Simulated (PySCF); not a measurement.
# Electron correlation in O⁺ (oxygen, charge +1)

[He] 2s2 2p2 3s1, high-spin 4P determinant (an excited configuration). Computed with PySCF 2.14 in aug-cc-pVQZ (6s5p4d3f2g, 80 functions), with the non-relativistic Hamiltonian (point nucleus). Frozen: 1s2; 5 electrons correlated.

MP2 pair energies summed by pair of shells (mhartree):

```json
{"pair": "2s-2p", "energy": "-49.56", "share (%)": "53.8"}
{"pair": "2s-2s", "energy": "-23.59", "share (%)": "25.6"}
{"pair": "2p-2p", "energy": "-8.17", "share (%)": "8.9"}
{"pair": "2s-3s", "energy": "-7.29", "share (%)": "7.9"}
{"pair": "2p-3s", "energy": "-3.59", "share (%)": "3.9"}
```

Total MP2 correlation energy: -92.21 mhartree.

Same-spin part -18.85 and opposite-spin part -73.36 mhartree; SCS-MP2 scales them by 1/3 and 6/5 to -94.31 mhartree.
